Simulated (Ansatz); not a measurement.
Input file for Ansatz (a quantum-chemistry and plane-wave program): U-r2SCAN/def2-TZVPP on CuN, 2S+1 = 3, a spin state set in the input, which need not be the lowest, a point of a bond scan (R = 1.817 Å).

Ansatz 0.2 input:
```yaml
crystal:
  periodic: [false, false, false]
  atoms:
    - {symbol: Cu, position_ang: [0.00000000, 0.00000000, 0.00000000]}
    - {symbol: N, position_ang: [0.00000000, 0.00000000, 1.81651200]}
basis:
  gaussian:
    orbitals: def2-TZVPP
    pivot_positions_ang: [[0.00000000, 0.00000000, 0.00000000], [0.00000000, 0.00000000, 1.81651200]]
hamiltonian:
  xc: {name: r2SCAN}
magnetization: {spin_polarized: true, initial_magnetization: 2}
output: {forces: true, orbitals: {seedname: ./end}}
```

Program output:

```
WARN ansatz: RAYON_NUM_THREADS=2 ignored (pool sized by the plan → 2); use --threads N
Functional definition: r2SCAN
integrals: 0.03 GiB planned
660 factors; their error is unknown
mean field: 0.34 GiB planned
mean field evaluation 1: about -46115.5611 eV, gradient 4.8e1 eV
mean field evaluation 2: about -46000.9059 eV, gradient 1.2e2 eV
mean field evaluation 4: about -46123.2044 eV, gradient 3.3e1 eV
mean field evaluation 8: about -46126.7049 eV, gradient 3.1e-1 eV
mean field evaluation 16: about -46126.6777 eV, gradient 2.5e-3 eV
mean field -46126.67774803 eV, -1695.1241414551 hartree, gradient 3.6e-5 eV, S^2 2.074593; 2 other end points of the search recorded, 0 dependent functions left out
the calculation of the forces begins
reference -46126.67776357 eV, -1695.1241420261 hartree; 19, 17 occupied and 76, 78 virtual orbitals, 660 factors
Total energy: -46126.67776357 eV, -1695.1241420261 hartree
Atom 0 at     0.000000     0.000000     0.000000 Å, force     0.000000     0.000000     0.682119 eV/Å
Atom 1 at     0.000000     0.000000     1.816512 Å, force    -0.000000    -0.000000    -0.682119 eV/Å
Dipole moment:     0.000000     0.000000    -0.687924 e Å
```

The run converged.

Cost: very roughly 4 core-seconds.
